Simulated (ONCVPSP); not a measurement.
## Scattering properties, ONCV potential for tin

tin, optimised norm-conserving Vanderbilt (ONCV), made with ONCVPSP 4.0.1 (LDA (Perdew-Wang 92), scalar-relativistic). Core [Kr], reference 4d10 5s2 5p2. Waves: 5s: rc 1.90 bohr, ncon 4, nbas 7, qcut 3.1 1/bohr, 3 projectors, debl 1.8 Ha; 5p: rc 2.50 bohr, ncon 3, nbas 6, qcut 3.7 1/bohr, 2 projectors, debl 2.3 Ha; 4d: rc 1.30 bohr, ncon 4, nbas 8, qcut 12.3 1/bohr, local. Local part: the d channel. Core correction: Teter function fitted to the true core (icmod 2), fcfact 0.35.

The phase is arctan(r·R′/R) of the radial function R(r), unwrapped; energies in Ha, scanned from -2 to 5 Ha. A pole is an energy at which the radial function vanishes at the test radius. The pseudo phase is shifted by a multiple of π to meet the all-electron one at the reference energy, and phase errors are pseudo minus all-electron; the curves can meet again beyond the range given. Levels narrower than the energy grid can be missing from the lists of poles.

Problem. For each channel, where are the poles, and over which energies does the pseudopotential scatter like the atom?

Solution.

```csv
channel,radius (bohr),reference energy (Ha),"poles, all-electron","poles, pseudo",unbroken range about the reference energy with phases within 0.05 rad,phase error 1 Ha above the reference energy (rad)
s,1.92,-0.40,2.21,2.21,the whole range,+0.002
p,2.53,-0.14,1.03,1.03,the whole range,+0.000
d,1.32,-0.95,0.75,0.75,below 5.0,-0.000
```

Note: ghosts flagged at negative energy: s at -945.8 eV; GHOST(+) flagged for p at 0.33 eV, s at 15.4 eV, s at 307.1 eV. A true bound ghost makes a file unfit for plane-wave use.

Phases in the p channel:

```
E (Ha)  all-electron  pseudo
 -1.98         1.287   1.284
 -1.62         1.234   1.232
 -1.26         1.147   1.143
 -0.90         0.966   0.963
 -0.54         0.455   0.450
 -0.18        -0.688  -0.688
  0.18        -1.239  -1.237
  0.54        -1.436  -1.435
  0.90        -1.541  -1.541
  1.26        -1.617  -1.617
  1.62        -1.691  -1.691
  1.98        -1.786  -1.786
  2.34        -1.964  -1.964
  2.70        -2.520  -2.524
  3.06        -3.863  -3.877
  3.42        -4.342  -4.352
  3.78        -4.497  -4.506
  4.14        -4.574  -4.583
  4.50        -4.621  -4.633
  4.86        -4.655  -4.670
```
